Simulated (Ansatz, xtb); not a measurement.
# Isomers of AlGeH3N in order of energy

5 gas-phase structures of AlGeH3N, found in a search over its isomers (lower ones may exist). Each was relaxed with GFN2-xTB:

A. `[NH+]1=[Ge][AlH2-]1`, a doublet
B. `[AlH2][N]=[GeH]`, a doublet
C. `[NH2][Al][GeH]`, a doublet
D. `[NH]1[AlH][GeH]1`, a doublet
E. a doublet given by its coordinates

E (Å):

```xyz
6

Al   -2.1181    0.2987   -1.4487
Ge   -0.5929   -1.0434    1.2836
N    -0.7540   -0.2321   -0.3829
H    -2.6601    1.7917   -1.4863
H     0.1546    0.0094   -0.7755
H     1.0717   -0.9504    1.2894
```

Close contacts (Å): Al1–N3 1.81, Ge2–N3 1.86, Al1–H4 1.59, Ge2–H6 1.67, N3–H5 1.02.

Task: Estimate their order in r2SCAN-D4/def2-SVP energy at these geometries, lowest first.

Result: Calculated order at r2SCAN-D4/def2-SVP: A (0.0), C (1.5), E (18.5), D (21.1), B (27.2) kcal/mol.

Energies above the lowest of each column, in kcal/mol; the last columns are at PBE0-D3(BJ)/pcseg-1 geometries and were run for some of them only (a dash: not run or not comparable):

| structure | GFN2-xTB | HF/STO-3G | r2SCAN-D4/def2-SVP | PBE0-D3(BJ)/pcseg-1 | CCSD(T)/def2-SVP + ΔMP2/def2-TZVPP |
| --- | --- | --- | --- | --- | --- |
| A | 0.0 | 0.0 | 0.0 | 2.6 | 0.0 |
| C | 22.4 | 30.5 | 1.5 | 0.0 | 1.5 |
| E | 22.9 | 31.0 | 18.5 | 15.2 | 13.9 |
| D | 24.9 | 46.2 | 21.1 | – | – |
| B | 14.8 | 3.0 | 27.2 | – | – |

CCSD(T)/def2-SVP + ΔMP2/def2-TZVPP puts A lowest of those it was run on; PBE0-D3(BJ)/pcseg-1 picks C. Flexible structures stand in one conformer each, not always the lowest. Frequencies (PBE0-D3(BJ)/pcseg-1) were run for A, C, E alone. The ΔMP2 step shifts differences by up to 3.6 kcal/mol, which makes them less sure. Open shells are spin-unrestricted. ΔMP2 is the change of the MP2 energy from the smaller to the larger basis.

Over these structures GFN2-xTB departs from r2SCAN-D4/def2-SVP by 7.6 kcal/mol on average once a common shift is removed. A GFN2-xTB relaxation took about 0.11 s and the r2SCAN-D4/def2-SVP energy about 5.4 s on a shared host (Ansatz 0.2.0, xtb 6.7.1).
